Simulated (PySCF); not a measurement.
AlCl3, charge -1, doublet, geometry from GFN2-xTB (such geometries of metal compounds can be far from the true shape) (a state made from the parent by changing its charge; the spin is typed, not shown lowest) (in this run its highest filled SCF level lies above zero, so its values depend strongly on the basis, on diffuse functions most of all); DF-REVPBE/cc-pVTZ in PySCF.

Input for PySCF:
```python
from pyscf import gto, scf, dft

mol = gto.Mole()
mol.atom = '''
    Al    0.00809230   -0.00892122   -0.02285453
    Cl   -1.84108993   -1.13529220   -0.20128747
    Cl    0.10785401    2.03619623   -0.74919263
    Cl    1.72704770   -0.89408192    0.96795710
'''
mol.basis = 'cc-pvtz'
mol.charge = -1
mol.spin = 1
mol.verbose = 4
mol.build()

mf = dft.UKS(mol)
mf.xc = 'revpbe'
mf = mf.density_fit(auxbasis='def2-universal-jkfit')
mf.kernel()
```

It wrote (shortened):

```
PySCF version 2.14.0

[INPUT] verbose = 4
[INPUT] num. atoms = 4
[INPUT] num. electrons = 65
[INPUT] charge = -1
[INPUT] spin (= nelec alpha-beta = 2S) = 1
[INPUT] symmetry False subgroup None
[INPUT] Mole.unit = angstrom
[INPUT] Symbol           X                Y                Z      unit          X                Y                Z       unit  Magmom
[INPUT]  1 Al     0.008092300000  -0.008921220000  -0.022854530000 AA    0.015292230718  -0.016858662497  -0.043188802406 Bohr   0.0
[INPUT]  2 Cl    -1.841089930000  -1.135292200000  -0.201287470000 AA   -3.479155738395  -2.145391329355  -0.380378190607 Bohr   0.0
[INPUT]  3 Cl     0.107854010000   2.036196230000  -0.749192630000 AA    0.203814540336   3.847853210572  -1.415768885243 Bohr   0.0
[INPUT]  4 Cl     1.727047700000  -0.894081920000   0.967957100000 AA    3.263647157060  -1.689569961725   1.829173819328 Bohr   0.0

nuclear repulsion = 283.425930095839
number of shells = 36
number of NR pGTOs = 236
number of NR cGTOs = 136
basis = cc-pvtz
ecp = {}

******** <class 'pyscf.df.df_jk.DFUKS'> ********
method = DFUKS
initial guess = minao
damping factor = 0
level_shift factor = 0
DIIS = <class 'pyscf.scf.diis.CDIIS'>
diis_start_cycle = 1
diis_space = 8
diis_damp = 0
SCF conv_tol = 1e-09
SCF conv_tol_grad = None
SCF max_cycles = 50
direct_scf = False
number electrons alpha = 33  beta = 32
XC library pyscf.dft.libxc version 7.1.2
    S. Lehtola, C. Steigemann, M. J. T. Oliveira, and M. A. L. Marques,  SoftwareX 7, 1–5 (2018)
XC functionals = revpbe
    Y. Zhang and W. Yang,  Phys. Rev. Lett. 80, 890 (1998)
    J. P. Perdew, K. Burke, and M. Ernzerhof,  Phys. Rev. Lett. 77, 3865 (1996)
    J. P. Perdew, K. Burke, and M. Ernzerhof,  Phys. Rev. Lett. 78, 1396 (1997)
radial grids:
    Treutler-Ahlrichs [JCP 102, 346 (1995); DOI:10.1063/1.469408] (M4) radial grids

becke partition: Becke, JCP 88, 2547 (1988); DOI:10.1063/1.454033
pruning grids: <function nwchem_prune>
grids dens level: 3
symmetrized grids: False
atomic radii adjust function: <function treutler_atomic_radii_adjust>
small_rho_cutoff = 0
Set gradient conv threshold to 3.16228e-05
tot grids = 75824
init E= -1623.09453735705

cycle= 1 E= -1622.93696600092  delta_E= 0.158  |g|= 0.342  |ddm|=  1.5
cycle= 2 E= -1622.88925381647  delta_E= 0.0477  |g|= 0.483  |ddm|= 1.16
cycle= 3 E= -1623.00386241406  delta_E= -0.115  |g|= 0.0888  |ddm|= 0.924
cycle= 4 E= -1623.00526729389  delta_E= -0.0014  |g|= 0.0779  |ddm|= 0.837
cycle= 5 E= -1623.01106607172  delta_E= -0.0058  |g|= 0.0236  |ddm|= 0.463
cycle= 6 E= -1623.01140520824  delta_E= -0.000339  |g|= 0.00684  |ddm|=  0.1
cycle= 7 E= -1623.01146195756  delta_E= -5.67e-05  |g|= 0.00115  |ddm|= 0.046
cycle= 8 E= -1623.01146322345  delta_E= -1.27e-06  |g|= 0.000496  |ddm|= 0.0101
cycle= 9 E= -1623.01146353335  delta_E= -3.1e-07  |g|= 0.000168  |ddm|= 0.00445
cycle= 10 E= -1623.01146356736  delta_E= -3.4e-08  |g|= 2.52e-05  |ddm|= 0.00115
cycle= 11 E= -1623.01146356801  delta_E= -6.42e-10  |g|= 9.31e-06  |ddm|= 0.00016
Extra cycle  E= -1623.01146356794  delta_E= 7.05e-11  |g|= 1.35e-05  |ddm|= 4.08e-05
converged SCF energy = -1623.01146356794  <S^2> = 0.75446415  2S+1 = 2.0044592
```
